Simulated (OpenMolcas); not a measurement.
## Cr2+: effect of the metal basis

Cr2+ with its 6 nearest chloride ions at 2.651 Å, on the Na site of NaCl (a = 5.64056 Å, distance in the model lattice 2.820 Å). The rest of the host is ab initio model potentials to 7.6 Å and point charges beyond; the distance is set by hand and nothing relaxes, and no local charge compensation is placed.

* Program: OpenMolcas
* Method: SS-CASPT2, IPEA 0.25 Eh, imaginary shift 0.1 Eh (closed shells correlated: 3s 3p and the ligand valence shells)
* Spin-orbit coupling: RASSI with atomic mean-field integrals over the reference wave functions

Fixed: ligand basis ANO-RCC-VDZP, active space 4 electrons in 5 orbitals (3d), DKH2 Hamiltonian.

States (labels of O, the rotations of Oh). Energies in cm-1 above the lowest state or level, χT in cm3 K/mol.

```
Run   Metal basis  Ground state  First state of that spin  First gap with spin-orbit (degeneracies)  χT at 300 K  First state of another spin                    Cost
  A  ANO-RCC-VDZP            5E                  5T2 5590                                  7 (1, 3)        2.933                    3T1 13770  roughly 6 core-minutes
  B  ANO-RCC-VTZP            5E                  5T2 5670                                  7 (1, 3)        2.936                    3T1 13030  roughly 9 core-minutes
```

Against A, the first state of the same spin changes by +1.4 % in B.

Costs are those of the CASPT2 steps.

Roots that are degenerate in the reference are averaged as groups; the widest CASPT2 spread within a group is 180 cm-1 (the 3-fold group of multiplicity 5 near 5590 cm-1 above the lowest state of its run, A). Shifts and gaps below about the spread of the groups concerned are not significant. Over all roots computed the reference weight is 0.68 to 0.69 in A, 0.67 to 0.69 in B; a low but even weight reflects the number of correlated electrons. An orbital doublet at a regular site is open to a Jahn-Teller distortion, which this geometry leaves out. Ligand-to-metal charge-transfer states are missing. These CASPT2 states fit no ligand-field parameters well, so their order and spin gaps are uncertain. With no ligand orbital active B as a rule stays too high, so bands that hang on it stand too high and its fall with covalency is understated. With one d shell and no ligand orbital active, 10Dq can be off by tens of per cent for divalent 3d ions, low with halides held by bare charges and at times high in hosts. Free-ion shares, where given, are those of the reference states; single-state CASPT2 does not remix them. No measured value stands beside these numbers; the geometry was set by hand and not optimised.
